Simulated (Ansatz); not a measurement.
Program: Ansatz. Geometries: PBE0-D4/def2-TZVP. ΔE: electronic, gas phase. CCSD(T)/CBS adds triple-zeta CCSD(T) − MP2 to the extrapolated MP2 energy (def2 sets, frozen cores). DFT in def2-TZVPP. One conformer a species, not always the lowest.

`C=NB(N)O` → `N=COBN`  (isomerisation)

CCSD(T)/CBS gives +57.3 kJ/mol.

(1) Another level gave +50.1 kJ/mol. Which?
A. r2SCANh/def2-TZVPP
B. BHLYP/def2-TZVPP
C. LDA (SPW92)/def2-TZVPP
D. PBE-D4/def2-TZVPP

(2) What do rigid-rotor, harmonic-oscillator terms from PBE0-D4/def2-TZVP frequencies (298.15 K, 1 bar) make of the CCSD(T)/CBS value? (Best estimate.)

Largest T1 diagnostic among the species: 0.014.

Answers

(1) A. r2SCANh 50.1, BHLYP 55.2, LDA (SPW92) 35.0, PBE-D4 45.3 kJ/mol.

(2) The calculation gave: ΔZPE = +2.7 kJ/mol, ΔH = +57.8 kJ/mol, ΔS = -18 J/(mol·K), ΔG = +63.2 kJ/mol.

Leaving LDA and LC-ωPBE aside and taking each functional with its dispersion term where it has one, the values, not all of them listed here, spread over 9.4 kJ/mol, from PBE-D4 to BHLYP-D4. LDA lies −10.8 kJ/mol from PBE without D4. At CCSD(T), def2-SVP lies −7.0 kJ/mol from the extrapolated value and def2-TZVPP −1.7 kJ/mol.
